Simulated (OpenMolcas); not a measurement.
## Mn3+: ligand-field states by method

Mn3+ with its 6 nearest fluoride ions at 1.902 Å, on the Ge site of Cs2GeF6 (a = 9.021 Å, distance in the model lattice 1.804 Å). The rest of the host is ab initio model potentials to 7.6 Å and point charges beyond; the distance is set by hand and nothing relaxes, and no local charge compensation is placed. Ligand basis ANO-RCC-VDZP.

* Program: OpenMolcas 26.06
* Basis: ANO-RCC-VTZP [6s5p3d2f1g]
* Scalar Hamiltonian: DKH2, point nucleus
* Active space: 4 electrons in 5 orbitals (3d)
* State averaging: 2S+1 = 5 even, 5 roots; 2S+1 = 3 even, 45 roots; 2S+1 = 1 even, 50 roots
* Spin-orbit coupling: RASSI with atomic mean-field integrals over the reference wave functions

I. CASSCF
II. SS-CASPT2, IPEA 0.25 Eh, imaginary shift 0.1 Eh (closed shells correlated: 3s 3p and the ligand valence shells)
III. SS-CASPT2, IPEA 0.5 Eh, imaginary shift 0.1 Eh (closed shells correlated: 3s 3p and the ligand valence shells)

Spin-free states (labels of O, the rotations of Oh) in cm-1, each column counted from its own energy of the first state listed:

```
State  Degeneracy      I     II    III
   5E           2      0      0      0
  3T1           3  11708   5760   4760
  5T2           3  13940  16380  16470
   3E           2  22440  17450  17890
  1T2           3  23356  14000  13050
  3T1           3  23780  17780  18210
   1E           2  24667  15540  14700
  3T2           3  24700  18700  19230
  3A2           1  26996  20510  21450
  3A1           1  27255  20420  21180
  1A1           1  30890  19860  20170
   3E           2  31133  23850  24720
  1A2           1  33888  26110  26830
  1T2           3  34023  25860  26320
  3T1           3  35078  31160  31910
  1T1           3  36176  27560  28310
  3T2           3  36687  33500  33970
  3T1           3  37391  35170  34720
   1E           2  40305  29890  30730
  3T2           3  43680  38290  39280
```

From I to II, I's first state of the same spin (5T2) moves from 13940 to 16380 cm-1, by about +2400 cm-1.

From I to II, I's first state of another spin (3T1) moves from 11708 to 5760 cm-1, by about -5900 cm-1.

I: A least-squares ligand-field fit to the states below 45000 cm-1, each weighted by its degeneracy and with a free common offset, gives 10Dq = 13801 cm-1, B = 1123 cm-1 and C = 4244 cm-1 (C/B = 3.78), with an rms deviation of 94 cm-1. The same method and metal basis give the free ion B = 1217 cm-1 (fit to its terms below 60000 cm-1, rms deviation 43 cm-1), so the nephelauxetic ratio is β = 1123 / 1217 = 0.92; it hangs on how both fits weigh the states, and computed free-ion B values tend to be too large, so β mixes covalency with correlation.

III: A least-squares ligand-field fit to the states below 45000 cm-1, each weighted by its degeneracy and with a free common offset, gives 10Dq = 16237 cm-1, B = 919 cm-1 and C = 3207 cm-1 (C/B = 3.49), with an rms deviation of 577 cm-1. 

χT at 300 K: I 2.95, II 2.95, III 2.95 cm3 K/mol.

Roots that are degenerate in the reference are averaged as groups; the widest CASPT2 spread within a group is 400 cm-1 (the 3-fold group of multiplicity 1 near 62700 cm-1 above the lowest state of its run, II). Shifts and gaps below about the spread of the groups concerned are not significant. Over all roots computed the reference weight is 0.71 to 0.73 in II, 0.71 to 0.73 in III; a low but even weight reflects the number of correlated electrons. An orbital doublet at a regular site is open to a Jahn-Teller distortion, which this geometry leaves out. This shell can be high or low spin here, a state of another spin lies low, and with metal d orbitals alone active their balance is uncertain, so the ground spin may be wrong. Ligand-to-metal charge-transfer states are missing. With no ligand orbital active B as a rule stays too high, so bands that hang on it stand too high and its fall with covalency is understated. Without dynamic correlation the repulsion within the d shell is too large (B by tens of per cent), so at a given field states of lower spin stand too high (holds for I). With metal d orbitals alone and no dynamic correlation 10Dq can be off by a tenth to a fifth, either way, in oxide and fluoride hosts (holds for I). These CASPT2 states fit no ligand-field parameters well, so their order and spin gaps are uncertain (holds for II). With one d shell and no ligand orbital active, 10Dq can be off by a tenth or more (holds for II; III). No measured value stands beside these numbers; the geometry was set by hand and not optimised.
